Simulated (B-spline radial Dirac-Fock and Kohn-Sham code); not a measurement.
The Cl-like isoelectronic sequence (17 electrons), Z = 63 to 72

Calculated with a radial atomic solver, using relaxed Dirac-Fock hole states (ΔSCF) with Breit and QED corrections and a finite nucleus. Binding energies in eV, tabulated ground configurations ([Ne] 3s2 3p5 throughout). The model has no electron correlation.

| ion | 1s | 2p1/2 | 3s | outermost level | NIST ionisation energy |
| --- | --- | --- | --- | --- | --- |
| Eu⁴⁶⁺ | 51549.4 | 10558.8 | 4247.4 | 3979.4 (3p) | 3921 ± 4 |
| Gd⁴⁷⁺ | 53381.3 | 10981.2 | 4422.6 | 4142.4 (3p) | 4080 ± 4 |
| Tb⁴⁸⁺ | 55251.6 | 11413.5 | 4601.9 | 4308.9 (3p) | 4242 ± 4 |
| Dy⁴⁹⁺ | 57159.5 | 11855.8 | 4785.3 | 4479.0 (3p) | 4407 ± 4 |
| Ho⁵⁰⁺ | 59107.1 | 12308.3 | 4972.9 | 4652.5 (3p) | 4576 ± 4 |
| Er⁵¹⁺ | 61093.9 | 12771.2 | 5164.6 | 4829.7 (3p) | 4748 ± 4 |
| Tm⁵²⁺ | 63121.0 | 13244.6 | 5360.6 | 5010.4 (3p) | 4922 ± 4 |
| Yb⁵³⁺ | 65188.1 | 13728.7 | 5560.9 | 5194.7 (3p) | 5101 ± 5 |
| Lu⁵⁴⁺ | ? | ? | ? | ? | ? |
| Hf⁵⁵⁺ | 69447.1 | 14729.6 | 5974.6 | 5574.2 (3p) | 5468 ± 5 |

**Question.** Fill in the row of Lu⁵⁴⁺.

**Answer.** 1s 67296.4, 2p1/2 14223.6, 3s 5765.6, outermost 5382.6 (3p), NIST 5282 ± 5 eV.

NIST's values are for the lowest levels; a dash marks a value that is missing or belongs to another shell. Their kind here: theoretical. Where a p, d or f shell is open in either ion the computed value averages over both j values and all terms, while the table refers to the lowest levels; that difference holds spin-orbit splitting (largest in heavy or highly charged ions), term energies where several electrons share open shells, and correlation, and it can reach 10 % or more.
